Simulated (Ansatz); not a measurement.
C₃H₁₂AlNO, SMILES `C[O][Al-]([CH3])([CH3])[NH3+]`, relaxed with RKS PBE-D4/def2-SVP in Ansatz from a rough embedded geometry. The force threshold is 0.03 eV/Å; the program also tests the step.

Charge 0, multiplicity 1.

Start:

```xyz
18

C     0.273    0.673    2.335
O     1.153    0.084    1.324
Al    0.227   -0.178   -0.246
C    -0.454    1.665   -0.983
C     1.403   -0.984   -1.603
N    -1.294   -1.300    0.039
H     0.898    0.788    3.224
H    -0.077    1.659    1.984
H    -0.553   -0.083    2.530
H    -0.663    1.505   -2.042
H    -1.371    1.879   -0.417
H     0.334    2.374   -0.801
H     1.778   -2.021   -1.246
H     0.829   -1.167   -2.565
H     2.259   -0.338   -1.779
H    -1.644   -1.704   -0.890
H    -1.021   -2.075    0.658
H    -2.078   -0.775    0.479
```

| step | energy (eV) | largest force (eV/Å) | largest move (Å) |
| --- | --- | --- | --- |
| 1 | -13422.7363 | 3.704 | 0.000 |
| 2 | -13423.4350 | 1.369 | 0.195 |
| 3 | -13423.6323 | 0.781 | 0.125 |
| 4 | -13423.6935 | 0.361 | 0.057 |
| 5 | -13423.7137 | 0.385 | 0.200 |
| 6 | -13423.7240 | 0.149 | 0.060 |
| 7 | -13423.7299 | 0.081 | 0.071 |
| 8 | -13423.7342 | 0.219 | 0.111 |
| 9 | -13423.7368 | 0.181 | 0.040 |
| 10 | -13423.7401 | 0.244 | 0.104 |
| 11 | -13423.7422 | 0.222 | 0.060 |
| 13 | -13423.7463 | 0.247 | 0.059 |
| 15 | -13423.7521 | 0.195 | 0.065 |
| 17 | -13423.7593 | 0.229 | 0.079 |
| 19 | -13423.7675 | 0.213 | 0.087 |
| 21 | -13423.7739 | 0.274 | 0.092 |
| 23 (rejected) | -13423.7797 | 0.323 | 0.137 |
| 25 | -13423.7829 | 0.015 | 0.033 |
| 27 | -13423.7855 | 0.081 | 0.021 |
| 29 | -13423.7871 | 0.052 | 0.056 |
| 31 | -13423.7875 | 0.031 | 0.032 |
| 32 | -13423.7877 | 0.011 | 0.024 |

End:

```xyz
18

C     0.686    0.525    2.437
O    -0.051   -0.114    1.440
Al    0.008    0.018   -0.334
C    -0.777    1.661   -1.117
C     1.526   -0.883   -1.235
N    -1.524   -1.372   -0.383
H     1.782    0.304    2.382
H     0.581    1.639    2.414
H     0.349    0.198    3.449
H    -0.974    1.568   -2.208
H    -1.733    1.954   -0.631
H    -0.093    2.530   -1.003
H     1.749   -1.885   -0.806
H     1.360   -1.018   -2.326
H     2.463   -0.291   -1.139
H    -1.303   -2.278   -0.817
H    -1.625   -1.512    0.637
H    -2.424   -1.044   -0.758
```

It took 56 s on 4 threads of an Arm Neoverse V2 on a shared host, with 0.21 GiB of host memory at the peak.
